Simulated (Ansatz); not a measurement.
`[OH][Ga]([OH])[SH]` + H₂O → `[OH][Ga]([OH])[OH]` + H₂S  (formal hydrolysis of a Ga–S bond)

Gas-phase electronic energies from Ansatz, PBE0-D4/def2-TZVP geometries. CCSD(T)/CBS adds triple-zeta CCSD(T) − MP2 to the extrapolated MP2 energy (def2 sets, frozen cores). This one scheme is used for every species. For Ga outer-core shells are correlated without core-valence functions, which leaves a few kJ/mol of doubt a bond. Scalar relativity is left out up to krypton. Each species was taken in one conformer, which may not be the lowest.

```tsv
level	ΔE (kcal/mol)
CCSD/def2-TZVPP	6.8
CCSD(T)/def2-QZVPP	7.4
```

Problem. What does CCSD(T)/CBS give? (Estimate.)

Solution. The calculation gave: +8.6 kcal/mol. The listed levels differ from it by -1.8, -1.2 kcal/mol.

Largest T1 diagnostic among the species: 0.014.

The D4 term adds +1.0 kcal/mol with B3LYP and +0.5 kcal/mol with PBE0; it sums over pairs of atoms, weighted by their polarisabilities, and B3LYP, whose exchange is more repulsive, gets the larger term.

B3LYP here is the variant with VWN-RPA as its local correlation; programs differ in this.
